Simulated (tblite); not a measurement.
Compound: C8H8N (doublet state).
Bonds: N1–C2 (triple), C2–C3, C3–C4, C4–C5 (double), C5–C6, C6–C7, C7–C8, C8–C9, C4–C7, C7–C9. Hydrogens: H10 on C3; H11 on C5; H12, H13 on C6; H14, H15 on C8; H16, H17 on C9.
Bond orders are those of one Lewis drawing.

Computed with GFN2-xTB (tblite), gas phase: L-BFGS steps from a force-field or distance-geometry start until the largest atomic force falls under 0.01 eV/Å.

Step 83: E = -652.5150 eV
```
atom  x, y, z in Å  |  force x, y, z in eV/Å
N1      1.8065    0.4189   -2.9581   -0.022  -0.024   0.051
C2      1.9007    0.1835   -1.8313    0.022   0.014  -0.027
C3      2.0378   -0.0881   -0.4812   -0.027   0.018  -0.009
C4      0.9608   -0.1533    0.3845   -0.005  -0.034   0.005
C5      0.8256   -0.3810    1.7415   -0.018  -0.009  -0.001
C6     -0.6627   -0.2304    1.7236   -0.027  -0.007  -0.027
C7     -0.5132    0.0064    0.2146    0.027   0.035  -0.021
C8     -1.3889   -0.5025   -0.8873    0.004   0.005  -0.007
C9     -1.2517    0.9723   -0.6579    0.000   0.001  -0.003
H10     3.0419   -0.2346   -0.1066   -0.015  -0.009  -0.002
H11     1.5167   -0.6095    2.5299   -0.001   0.028   0.010
H12    -1.2262   -1.1229    2.0005    0.003  -0.031   0.007
H13    -1.0588    0.6134    2.2919    0.039   0.009  -0.006
H14    -2.3162   -0.9812   -0.6103    0.003  -0.005   0.006
H15    -0.9167   -0.9265   -1.7603    0.019  -0.009   0.005
H16    -0.6757    1.5406   -1.3733   -0.024   0.015   0.022
H17    -2.0868    1.5069   -0.2298    0.022   0.002  -0.003
```

Step 84: E = -652.5154 eV
```
atom  x, y, z in Å  |  force x, y, z in eV/Å
N1      1.8021    0.4100   -2.9597   -0.026  -0.021   0.039
C2      1.8969    0.1787   -1.8321    0.037   0.011  -0.019
C3      2.0364   -0.0890   -0.4816   -0.039   0.026  -0.016
C4      0.9602   -0.1521    0.3848   -0.005  -0.031   0.010
C5      0.8257   -0.3795    1.7417   -0.018   0.001   0.012
C6     -0.6629   -0.2317    1.7236   -0.025  -0.014  -0.018
C7     -0.5132    0.0073    0.2148    0.019   0.007  -0.018
C8     -1.3863   -0.5007   -0.8901   -0.003   0.009   0.001
C9     -1.2513    0.9739   -0.6563   -0.003  -0.002  -0.007
H10     3.0396   -0.2332   -0.1058    0.010  -0.013  -0.005
H11     1.5168   -0.6036    2.5315    0.000   0.024   0.005
H12    -1.2221   -1.1265    2.0013   -0.005  -0.032  -0.004
H13    -1.0619    0.6095    2.2935    0.040   0.016  -0.007
H14    -2.3140   -0.9811   -0.6158    0.012  -0.001   0.001
H15    -0.9113   -0.9225   -1.7632    0.010   0.000   0.019
H16    -0.6750    1.5450   -1.3683   -0.013   0.021   0.006
H17    -2.0867    1.5075   -0.2281    0.010  -0.002   0.001
```

**Question.** Estimate the geometry and energy of step 85. (The exact step hangs on the optimiser's Hessian estimate; all steps are aligned on step 84, rigid shifts and turns removed.)

**Answer.** E = -652.5157 eV, largest force 0.044 eV/Å
```
atom  x, y, z in Å  |  force x, y, z in eV/Å
N1      1.7982    0.4007   -2.9613   -0.027  -0.018   0.030
C2      1.8943    0.1740   -1.8328    0.037   0.013  -0.019
C3      2.0349   -0.0889   -0.4818   -0.028   0.023  -0.011
C4      0.9598   -0.1517    0.3852   -0.005  -0.019   0.010
C5      0.8254   -0.3778    1.7422   -0.013   0.005   0.017
C6     -0.6636   -0.2332    1.7231   -0.014  -0.019  -0.004
C7     -0.5130    0.0078    0.2147    0.001  -0.023  -0.008
C8     -1.3841   -0.4989   -0.8927   -0.006   0.010   0.004
C9     -1.2508    0.9754   -0.6547   -0.004  -0.002  -0.009
H10     3.0378   -0.2313   -0.1055    0.023  -0.015  -0.007
H11     1.5167   -0.5977    2.5332   -0.002   0.021   0.001
H12    -1.2182   -1.1309    2.0020   -0.012  -0.021  -0.017
H13    -1.0643    0.6063    2.2944    0.034   0.016  -0.009
H14    -2.3121   -0.9805   -0.6208    0.018   0.001  -0.001
H15    -0.9070   -0.9189   -1.7660    0.004   0.008   0.027
H16    -0.6746    1.5498   -1.3634   -0.001   0.024  -0.009
H17    -2.0863    1.5077   -0.2257   -0.002  -0.003   0.005
```

The energy changes by -0.0003 eV. The first-order estimate −F·Δx gives -0.0004 eV and the mean of the old and new forces, exact on a quadratic surface, -0.0003 eV. The step makes an angle of 80° with the force vector and moves no atom by more than 0.010 Å.

The cost below is that of the whole relaxation. Time: 0.68 s. Hardware: an Arm Neoverse V1 with one thread, shared host with 64 logical CPUs at a one-minute load of 15.
